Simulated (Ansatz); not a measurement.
Start from `CC#C[S][GeH3]` and change one atom or group to get `CC#C[SiH2]C`.

Ansatz, PBE0-D4/def2-TZVP geometries, multiplicity 1. 

Scalar relativity is left out up to krypton.

```json
{"property": "size of the dipole moment (ωB97M-V/def2-TZVPP) / D", "`CC#C[S][GeH3]`": "1.64"}
{"property": "LUMO energy (ωB97M-V/def2-TZVPP) / eV", "`CC#C[S][GeH3]`": "1.56"}
{"property": "HOMO–LUMO gap (PBE0/def2-TZVPP) / eV", "`CC#C[S][GeH3]`": "6.08"}
{"property": "HOMO energy (ωB97M-V/def2-TZVPP) / eV", "`CC#C[S][GeH3]`": "-8.48"}
{"property": "HOMO–LUMO gap (ωB97M-V/def2-TZVPP) / eV", "`CC#C[S][GeH3]`": "10.04"}
{"property": "LUMO energy (PBE0/def2-TZVPP) / eV", "`CC#C[S][GeH3]`": "-0.32"}
```

**Question.** Give the same properties after the change, and the shifts. (Best estimate.)

**Answer.** The calculation gave: 
| property | `CC#C[SiH2]C` | shift |
| --- | --- | --- |
| size of the dipole moment (ωB97M-V/def2-TZVPP) / D | 1.45 | -0.19 |
| LUMO energy (ωB97M-V/def2-TZVPP) / eV | 2.04 | 0.48 |
| HOMO–LUMO gap (PBE0/def2-TZVPP) / eV | 7.83 | 1.75 |
| HOMO energy (ωB97M-V/def2-TZVPP) / eV | -9.79 | -1.31 |
| HOMO–LUMO gap (ωB97M-V/def2-TZVPP) / eV | 11.83 | 1.79 |
| LUMO energy (PBE0/def2-TZVPP) / eV | 0.26 | 0.58 |

With PBE0 the HOMO falls by 1.17 eV and the LUMO rises by 0.58 eV, so the gap widens by about 1.75 eV. PBE moves the HOMO by -1.08 eV and ωB97M-V by -1.31 eV. Dipoles are sizes alone; their direction can turn.
